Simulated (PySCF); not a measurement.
# Hg(68+): ionisation energy

Hg(68+) [Ne] 3s2 (1S) → Hg(69+) [Ne] 3s1 (2S), as a difference of total energies. All numbers are calculated (PySCF 2.14, scalar relativity by spin-free X2C-1e, in an even-tempered Gaussian basis (17 s from 21 bohr⁻², ratio 2.5; 12 p from 28 bohr⁻², ratio 2.5; 4 d from 100 bohr⁻², ratio 2.7; 4 f from 150 bohr⁻², ratio 2.7)). Correlated levels: outer shells: 1s2 frozen; virtual orbitals above 40 to 60 times the deepest correlated orbital energy dropped. The calculations carry no spin-orbit coupling.

```csv
method,ionisation energy (eV)
UHF,8474.5
MP2 (outer shells),8477.8
SCS-MP2 (outer shells),8478.2
CCSD (outer shells),8478.1
CCSD(T) (outer shells),8478.1
```

Q: How much does correlation contribute at CCSD(T) (outer shells)?

A: 8478.1 − (8474.5) = 3.6 eV, measured against UHF.

Breit and QED terms and the two-electron picture change are absent.

For comparison: 8470 ± 50 eV (theoretical estimate listed by NIST; NIST Atomic Spectra Database, ionization energies).
